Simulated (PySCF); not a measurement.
Be(NH2)(SiH3) (BeH5NSi), SMILES [NH2][Be][SiH3]. The structure is a stationary point at TPSSh-D3(BJ)/def2-TZVP. Other conformers were not sampled.

**Question.** Give the equilibrium geometry at TPSSh-D3(BJ)/def2-TZVP (PySCF confirms it by a frequency run) as Cartesian coordinates in Å. (The exact figures need the calculation; the answer reports its results.)

**Answer.** One answer among several that fit: 
```xyz
8

Be     0.6043     0.0795    -0.5259
N      1.7190     0.2427    -1.5201
H      2.3681    -0.4812    -1.7942
H      1.9358     1.0944    -2.0182
Si    -1.0272    -0.1452     0.9086
H     -1.8530    -1.3575     0.6515
H     -1.9646     1.0119     0.8688
H     -0.5562    -0.2510     2.3168
```
Charge 0, spin multiplicity 1.
